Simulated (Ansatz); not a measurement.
Process, species as SMILES: Cl[Se]Cl + H+ → Cl[SeH+]Cl
B3LYP-D3(BJ)/def2-TZVP geometries, fixed; electronic energies without zero-point terms; positive where energy is released.

Basis-set convergence of the proton affinity at MP2 with Ansatz (an electronic-structure program). All functions are spherical. Cores are frozen (with 3d on Ga to Br). The proton sits at the site shown, which need not be the one that binds it best. No added dispersion term, no relativity. Functions are those of the species that has most. Reference: Hartree-Fock in aug-cc-pV(Q+d)Z plus the correlation part extrapolated as X^-3 from aug-cc-pV(T+d)Z and aug-cc-pV(Q+d)Z, 166.14 kcal/mol, itself unsure by roughly 0.36 kcal/mol (a third of the extrapolation step and of the last Hartree-Fock step).

```tsv
basis	functions	proton affinity (kcal/mol)
STO-3G	37	183.05
def2-SVP	73	(withheld)
cc-pV(D+d)Z	78	(withheld)
aug-pcseg-1	99	164.53
aug-cc-pV(D+d)Z	109	165.25
def2-TZVPPD	176	(withheld)
cc-pV(Q+d)Z	226	167.25
aug-cc-pV(Q+d)Z	317	166.80
aug-pcseg-3	320	(withheld)
```

Question: Complete the blanks.

Answer: 
- def2-SVP, proton affinity (kcal/mol): 168.12
- cc-pV(D+d)Z, proton affinity (kcal/mol): 165.97
- def2-TZVPPD, proton affinity (kcal/mol): 167.95
- aug-pcseg-3, proton affinity (kcal/mol): 167.14
